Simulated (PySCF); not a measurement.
Hg, singlet (core potentials on Hg). Base run: PySCF with M062X/def2-SVP.

PySCF was given this input:
```python
from pyscf import gto, scf, dft

mol = gto.Mole()
mol.atom = '''
    Hg    0.00000000    0.00000000    0.00000000
'''
mol.basis = 'def2-svp'
mol.ecp = {'Hg': 'def2-svp'}
mol.verbose = 4
mol.build()

mf = dft.RKS(mol)
mf.xc = 'm062x'
mf.kernel()
```

Variants of this job, named by their change:

```
change                                                                                                                  ΔE vs base (mEh)        outcome
----------------------------------------------------------------------------------------------------------------------  ----------------  -------------
base                                                                                                                               0.000      converged
auxbasis = cc-pvtz-ri                                                                                                                  -  input refused
auxbasis = def2-svp-ri                                                                                                                 -  input refused
auxbasis = cc-pvtz-jkfit                                                                                                               -  input refused
auxbasis = cc-pvdz-jkfit                                                                                                               -  input refused
exchange = seminumerical (SGX) (with mf = sgx.sgx_fit(mf, auxbasis='def2-universal-jfit'); with mf.with_df.dfj = True)            -0.017      converged
auxbasis = default (with mf = mf.density_fit())                                                                                    0.021      converged
auxbasis = def2-universal-jkfit                                                                                                    0.021      converged
auxbasis = cc-pvqz-jkfit                                                                                                               -  input refused
auxbasis = def2-universal-jfit                                                                                                         …      converged
```

Task: Fill in the missing entries.

Result: 
- auxbasis = def2-universal-jfit, ΔE vs base (mEh): 144.9

A fitting set is made for a task (jfit for Coulomb, jkfit for Coulomb and exchange, ri for correlation) and for a family of orbital bases.

- auxbasis = cc-pvtz-ri: ended with `pyscf.lib.exceptions.BasisNotFoundError: Basis set not found for Hg in cc-pvtz-ri`
- auxbasis = def2-svp-ri: ended with `pyscf.lib.exceptions.BasisNotFoundError: Basis set not found for Hg in def2-svp-ri`
- auxbasis = cc-pvtz-jkfit: ended with `pyscf.lib.exceptions.BasisNotFoundError: Basis set not found for Hg in cc-pvtz-jkfit`
